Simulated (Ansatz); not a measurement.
`F[Si](F)(F)S[Si](F)(F)F` + H₂ → `F[SiH](F)F` + `F[Si](F)(F)S`  (hydrogenolysis of the Si–S bond)

Computed with Ansatz on PBE0-D4/def2-TZVP structures; ΔE is electronic, products minus reactants. CCSD(T)/CBS is the MP2 limit (def2-TZVPP, def2-QZVPP) plus CCSD(T) − MP2 in def2-TZVPP, frozen cores. This one scheme is used for every species. Functionals use def2-TZVPP. Each species was taken in one conformer, which may not be the lowest.

```tsv
level	ΔE (eV)
LDA (SPW92)	0.34
r2SCANh-D4	0.39
BHLYP-D4	0.31
BHLYP	0.12
RPA@PBE/def2-TZVPP	0.20
HF/def2-TZVPP	0.01
CCSD/def2-TZVPP	0.19
SCS-MP2/def2-QZVPP	0.26
```

Task: What does CCSD(T)/CBS give? (Best estimate.)

Result: The calculation gave: +0.30 eV. The listed levels differ from it by 0.04, 0.09, 0.01, -0.18, -0.10, -0.29, -0.11, -0.04 eV.

Largest T1 diagnostic among the species: 0.012.

From r2SCAN to r2SCAN0 (25 % exact exchange), in def2-TZVPP and without D4, ΔE moves by −0.05 eV. Leaving LDA and LC-ωPBE aside and taking each functional with its dispersion term where it has one, the values, not all of them listed here, spread over 0.28 eV, from B2PLYP to revPBE-D4. LDA lies +0.07 eV from PBE without D4.
